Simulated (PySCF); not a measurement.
A computed series M(BH4)3(H2O)

Computed with PySCF 2.14.0, PBE0, def2-SVP on the ligands, density fitting, scalar-relativistic core potentials, no spin-orbit coupling, vacuum. Each member is relaxed from one template within its symmetry. Distances are means of the shortest metal–ligand contacts, charges and spins Mulliken's; removal energies are rigid, with the ligand's formal charge and no counterpoise, so too large; for an anion taken off a cation in vacuum most of it is the attraction of opposite charges, and multiply charged cations can part far more cheaply with an electron moved from ligand to metal. lcecp potentials hold a fixed number of 4f electrons in the core, out of states, spins and gaps.

| metal | basis on the metal | point group | M–BH4 (Å) | M–H2O (Å) | charge on M (e) | dipole (D) | removal of one BH4 (eV) | unstable modes (below −25 cm⁻¹) |
| --- | --- | --- | --- | --- | --- | --- | --- | --- |
| Pr | lcecp-1-SVP with ECP48 | C1 | 2.364 | 2.507 | 0.60 | 5.53 | 7.53 | not given |
| Er | lcecp-1-SVP with ECP57 | C1 | 2.231 | 2.366 | 0.38 | 6.13 | 7.84 | not given |
| Lu | lcecp-1-SVP with ECP60 | C1 | 2.205 | 2.325 | 0.36 | 6.13 | 7.97 | not given |

Problem. A further member has point group C1, M–BH4 (Å) 2.285, M–H2O (Å) 2.426, charge on M (e) 0.61, dipole (D) 5.85, removal of one BH4 (eV) 7.72. Which metal is it?

Solution. Gd, lcecp-1-SVP with ECP53. Other answers can fit too; this one was computed.

From Pr to Lu the M–BH4 distance shrinks by 0.16 Å, the lanthanide contraction, and the energy to remove one BH4 rises by 0.45 eV.

Moved off a saddle point of the template and relaxed again: Pr, Gd, Er, Lu. One start shape was tried for each, so a minimum needn't be the lowest isomer.
